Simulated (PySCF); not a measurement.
Method: PBE-D3(BJ)/def2-TZVP // r2SCAN-D4/def2-TZVP in PySCF 2.14.0. Gas-phase values, no solvent. One relaxed conformer stands for a flexible species; it need not be the lowest. Excitations are Tamm–Dancoff values on a coarser integration grid. The basis has no diffuse functions, so Rydberg states are missing or too high.

Reference species (SMILES): `BrB(Br)Br` (neutral, multiplicity 1).

| Property | Value |
|---|---|
| S1–T1 gap (TDA) | 0.17 eV |
| S1 oscillator strength | 0.000 |
| HOMO–LUMO gap | 4.08 eV |

Changed species: `BrB(Br)S` (H–S–B–Br torsion 0°) (1 of 3 Br replaced by SH; the reference has 0 of 3 Br replaced by SH).

Q: Predict the effect on the S1–T1 gap (TDA), S1 oscillator strength and HOMO–LUMO gap.

A: the S1–T1 gap (TDA) increases by 0.30 eV, to 0.47 eV; the S1 oscillator strength is nearly the same; the HOMO–LUMO gap rises by 0.53 eV, to 4.61 eV.
